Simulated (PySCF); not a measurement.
Gas-phase acidity of `BCOC` (C2H7BO)

Parent: `BCOC` (C2H7BO). Optimised structure (Å), atoms numbered from 1:
```
B     2.0122    0.0885   -0.1996
C     0.5571    0.0987    0.3874
O    -0.4608   -0.1766   -0.5588
C    -1.7480   -0.1591   -0.0054
H     2.1984   -0.1312   -1.3276
H     2.8924    0.3077    0.5352
H     0.3587    1.0778    0.8623
H     0.4894   -0.6284    1.2182
H    -1.8563   -0.9144    0.7852
H    -1.9901    0.8249    0.4192
H    -2.4421   -0.3827   -0.8133
```

Level of theory: B3LYP-D3(BJ)/ma-def2-TZVP single points in PySCF, grid level 2; every species was optimised with GFN2-xTB. Zero-point and thermal terms (298.15 K, 1 bar) come from unscaled GFN2-xTB harmonic frequencies, with soft modes damped to free rotors in the entropy.

| site | product | ΔH(acid) / kcal/mol | ΔG(acid) / kcal/mol | gas share |
| --- | --- | --- | --- | --- |
| C2 (methylene carbon) | `B[CH-]OC` | 358.1 | 350.7 | > 99.9 % |
| B1 (boron) | [C2H6BO]- | 410.0 | 402.5 | < 0.1 % |

ΔH and ΔG refer to AH → A⁻ + H⁺ in the gas phase. Shares are Boltzmann weights among the listed products; an error of 10 kJ/mol changes a ratio about 56-fold. Sites whose products fell apart, merged with another or lost in a GFN2-xTB screen aren't listed.

Among these, C2 (methylene carbon) wins by 51.8 kcal/mol in gas-phase free energy over B1.

Note: C4 is not listed: the run failed or kept an imaginary mode, or the ion rearranged or equalled another.
